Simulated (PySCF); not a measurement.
Dipole polarisabilities along the 3d series, charge +2

Calculated with PySCF 2.14 for the ground configurations, without spin-orbit coupling: coupled response for Hartree-Fock and DFT. Mean α in bohr³, C₆ of like pairs in atomic units.

```csv
species,α UHF,α PBE,α PBE0,C₆ UHF,C₆ PBE,C₆ PBE0
"Sc²⁺ [Ar] 3d1 (def2-QZVPPD, non-relativistic)",4.392,5.096,4.788,13.18,14.82,14.11
"Ti²⁺ [Ar] 3d2 (def2-QZVPPD, non-relativistic)",4.226,5.133,4.775,12.84,15.31,14.34
"V²⁺ [Ar] 3d3 (def2-QZVPPD, non-relativistic)",3.887,4.788,4.445,11.75,14.39,13.40
"Cr²⁺ [Ar] 3d4 (def2-QZVPPD, non-relativistic)",3.469,4.282,3.979,10.32,12.70,11.83
"Mn²⁺ [Ar] 3d5 (def2-QZVPPD, non-relativistic)",3.192,4.088,3.757,9.261,12.00,10.99
"Fe²⁺ [Ar] 3d6 (def2-QZVPPD, non-relativistic)",3.089,3.956,3.638,8.750,11.41,10.44
"Co²⁺ [Ar] 3d7 (def2-QZVPPD, non-relativistic)",2.844,3.677,3.379,7.902,10.44,9.530
"Cu²⁺ [Ar] 3d9 (def2-QZVPPD, non-relativistic)",2.420,3.154,2.897,6.406,8.599,7.828
"Zn²⁺ [Ar] 3d10 (def2-QZVPPD, non-relativistic)",2.215,2.901,2.663,5.723,7.749,7.043
```

Q: Fill in the row of Ni²⁺ [Ar] 3d8 (def2-QZVPPD, non-relativistic).

A: α UHF 2.623; α PBE 3.407; α PBE0 3.130; C₆ UHF 7.122; C₆ PBE 9.495; C₆ PBE0 8.653.
